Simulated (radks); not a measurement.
Task: The mean radii <r> (bohr) of the occupied orbitals of an atom or ion are listed with their occupations. Calculated with a radial shooting solver on a logarithmic mesh with Libxc functionals: Dirac Kohn-Sham, PBE, spin-unpolarised, spherical densities, finite nucleus; Fermi nuclear charge, rms radius of each element as measured or else 0.836 A^(1/3) + 0.57 fm.

orbital  occ.      <r>
1s1/2       2  0.01966
2s1/2       2  0.08275
2p1/2       2  0.06872
2p3/2       4  0.07622
3s1/2       2   0.2163
3p1/2       2   0.2061
3p3/2       4   0.2201
3d3/2       4   0.1935
3d5/2       6   0.1978
4s1/2       2   0.4878
4p1/2       2   0.4955
4p3/2       4   0.5277
4d3/2       4   0.5522
4d5/2       6   0.5635
5p1/2       2    1.267
5p3/2       4    1.352
4f5/2       6   0.6997
4f7/2       7   0.7103
5f5/2       2    3.701

Name the element and its charge. Open shells, if any, fill j = l - 1/2 first.

Result: Z = 70, ytterbium, charge +3: Yb3+ in [Kr] 4d10 4f13 5p6 5f2. The 1s radius gives Z: for a bare nucleus <r> = (2 gamma + 1)/(2Z) with gamma = sqrt(1 - (Z/c)^2), 0.01942 bohr for Z = 70, and screening makes it slightly larger (0.01966 here). The occupations add up to 67, and the charge is Z minus that.
